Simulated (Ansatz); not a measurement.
The same atomization along the group C, Ge, Sn.

Isolated molecules relaxed with PBE0-D4/def2-TZVP in Ansatz; ΔE leaves out vibrations. CBS: MP2 limit from def2 TZ/QZ plus the TZ coupled-cluster correction, frozen cores. This one scheme is used for every species, atoms too. DFT in def2-TZVPP. No spin–orbit coupling; open shells (•) take unrestricted orbitals. Spin–orbit coupling would lower the free atoms: a little for C, Cl, F; clearly for Br, Ge; strongly for Sn. def2 core potentials past Kr. For Br, Ge, Sn outer-core shells are correlated without core-valence functions, so the limit isn't a true one: a few kJ/mol of doubt a bond, and 10 to 20 or more in all where bonds break to atoms. Scalar relativity is left out up to krypton.

| reaction | CCSD(T)/def2-SVP (kcal/mol) | ωB97X-V (kcal/mol) | HF/CBS(def2) (kcal/mol) | CCSD(T)/CBS(def2) (kcal/mol) |
| --- | --- | --- | --- | --- |
| `FC(Cl)Br` → Br• + Cl• + F• + H• + C• | 337.3 | 366.9 | 237.1 | 367.3 |
| `[F][GeH]([Cl])[Br]` → Br• + Cl• + F• + H• + Ge• | 316.9 | 348.8 | 244.8 | 349.4 |
| `[F][SnH]([Cl])[Br]` → Br• + Cl• + F• + H• + Sn• | 286.7 | 322.4 | 220.7 | 326.3 |

Largest T1 diagnostic: 0.011, for `[F][SnH]([Cl])[Br]`.

For atomizations the MP2-based limit and the directly extrapolated one differ by several kJ/mol either way, and by 10 to 25 for some Ge, Se and Sn compounds, so smaller differences from it don't rank the levels.
